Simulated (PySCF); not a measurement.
# How many f electrons in SmS?

Unrestricted PBE0; basis Sm x2c-SVPall, S x2c-SVPall; spin-free X2C with a Gaussian nucleus; PySCF 2.14. The search starts from ions with several 4f fillings and holds each by maximum overlap.

The lowest solution has 2Ms+1 = 7, about 5.9 4f electrons, near 2.40 Å.

The lowest solution of each spin and filling, followed along the bond (rough minima from three points):

```csv
2Ms+1,4f population,⟨S²⟩ at the start,R at minimum (Å),Te (eV)
7,5.92,12.03,2.40,0.00
5,5.41,7.25,2.33,1.20
```

Solutions at the starting distance of 2.314 Å, counted from the lowest; the search is not exhaustive:

```
2Ms+1  4f population  E (eV)   ⟨S²⟩  ⟨Lz²⟩  μ (D)
    7           5.92    0.00  12.03    4.0  -8.26
    7           5.90    0.10  12.03    5.9  -8.11
    7           5.39    0.94  12.23    6.6  -5.73
    7           5.42    1.11  12.32    9.8  -5.37
    5           5.41    1.14   7.25    6.6  -5.16
    5           5.39    1.14   7.24    5.8  -5.16
    5           5.43    1.34   7.31    9.8  -5.10
    9           6.02    1.68  20.01    4.0  -3.19
    9           6.02    1.80  20.01    6.0  -3.20
    9           6.02    1.91  20.01    5.0  -3.52
    7           5.98    2.15  12.95    5.0  -3.04
```

Partly filled real f orbitals mix terms, so no term symbols are given. A population far from a whole number shows f orbitals mixing with d and ligand orbitals, not a clean configuration. A positive dipole means Sm(−)S(+).

Spin–orbit coupling is left out. Counting both spins, an empty level lies below a filled one in some of these solutions, because spin and occupation are held. With d or f electrons several states lie close, and the lowest PBE0 determinant need not be the measured ground state.
